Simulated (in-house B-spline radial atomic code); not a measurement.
**Ionising Al II (Al+) with different functionals**

Computed with a B-spline radial code for spherical atoms: four-component Dirac-Coulomb Hamiltonian, Fermi nucleus of rms radius 3.061 fm, spin-restricted, spherical fractional occupations for the functionals. The ionisation energy is the difference of two self-consistent energies, [Ne] 3s2 → [Ne] 3s1, without Breit or QED terms; ε is the level of the shell that loses the electron (mean over j).

Hybrids are left out here: with spherical fractional occupations of an open shell their exact exchange keeps a self-interaction that integer-occupation calculations don't have.

| method | rung | ΔSCF (eV) | -ε(3s) (eV) |
| --- | --- | --- | --- |
| LDA VWN5 | LDA | 19.37 | 14.92 |
| relativistic LDA | LDA | 19.36 | 14.91 |
| LDA PW92 | LDA | 19.37 | 14.92 |
| LDA exchange-only | LDA | ? | ? |
| PBE | GGA | ? | ? |
| PBEsol | GGA | 19.17 | 14.77 |
| BLYP | GGA | 19.22 | 14.72 |
| RPBE | GGA | 19.13 | 14.76 |
| PW91 | GGA | 19.28 | 14.86 |
| BP86 | GGA | 19.37 | 14.94 |
| AM05 | GGA | 19.12 | 14.73 |
| OLYP | GGA | 18.92 | 14.58 |

Problem. What does LDA exchange-only give?

Solution. ΔSCF 18.22 eV, and -ε(3s) = 13.78 eV.

Problem. What does PBE give?

Solution. ΔSCF 19.23 eV, and -ε(3s) = 14.81 eV.

Problem. How do they compare with the NIST value?

Solution. NIST lists 18.829 eV (measured, ground level to ground level). Errors run from -0.60 to +0.54 eV; OLYP is closest (+0.10 eV), but part of that can be cancellation, since the calculations leave out Breit-QED terms, spin polarisation, the near-degeneracy of s² and p².
